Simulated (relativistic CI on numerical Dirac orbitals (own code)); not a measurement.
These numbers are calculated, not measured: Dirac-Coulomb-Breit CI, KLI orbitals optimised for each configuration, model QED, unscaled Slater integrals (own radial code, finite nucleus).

Configurations in the expansion (outside the closed core [Ne]): 3s²3p⁶3d⁶, 3s²3p⁵3d⁷, 3s²3p⁴3d⁸, 3s3p⁶3d⁷, 3p⁶3d⁸, 3s3p⁵3d⁸, 3s²3p⁶3d⁵4s, 3s²3p⁶3d⁵4p, 3s²3p⁴3d⁷4s, 3s²3p⁶3d⁵4d, 3s²3p⁴3d⁷4p, 3s²3p⁵3d⁶4s, 3s²3p⁶3d⁵4f, 3s²3p⁴3d⁷4d, 3s3p⁵3d⁷4s, 3s²3p⁵3d⁶4p, 3s²3p⁶3d⁴4s², 3s²3p⁵3d⁶4d, 3s3p⁶3d⁶4s, 3p⁶3d⁷4s, 3p⁶3d⁷4p, 3s²3p⁶3d⁵5s, 3p⁶3d⁷4d, 3s3p⁶3d⁵4s². Levels of other configurations are missing.

At this charge energies of transitions that change n are usually good to better than 1 %, and those within a shell (Δn = 0) to a few per cent. Terms inside the open d or f shell come out 10 to 20 % too wide with unscaled integrals.

Outline of the computed level scheme of Nd XXXVII. Lowest level of each configuration: 3s²3p⁶3d⁶ ⁵D4 at 0.000 eV; 3s²3p⁵3d⁷ ⁵G°6 at 260.651 eV.

Some strong electric-dipole decays among the lowest 45 levels: 3s²3p⁵3d⁷ ³D°2 → 3s²3p⁶3d⁶ ³P2 (4.6e+11 s⁻¹); 3s²3p⁵3d⁷ ⁵F°4 → 3s²3p⁶3d⁶ ⁵D4 (3.6e+11 s⁻¹); 3s²3p⁵3d⁷ ³D°3 → 3s²3p⁶3d⁶ ³P2 (2.3e+11 s⁻¹); 3s²3p⁵3d⁷ ³G°5 → 3s²3p⁶3d⁶ ⁵D4 (1.7e+11 s⁻¹); 3s²3p⁵3d⁷ ³D°3 → 3s²3p⁶3d⁶ ³P2 (5.2e+10 s⁻¹); 3s²3p⁵3d⁷ ⁵F°4 → 3s²3p⁶3d⁶ ⁵D3 (2.5e+10 s⁻¹); 3s²3p⁵3d⁷ ³D°3 → 3s²3p⁶3d⁶ ⁵D3 (2.2e+10 s⁻¹); 3s²3p⁵3d⁷ ⁵G°5 → 3s²3p⁶3d⁶ ⁵D4 (1.9e+10 s⁻¹).

LS names give the leading component of a level, which can be under half, so a name can repeat, a term be missing and a line seem to break the LS rules.
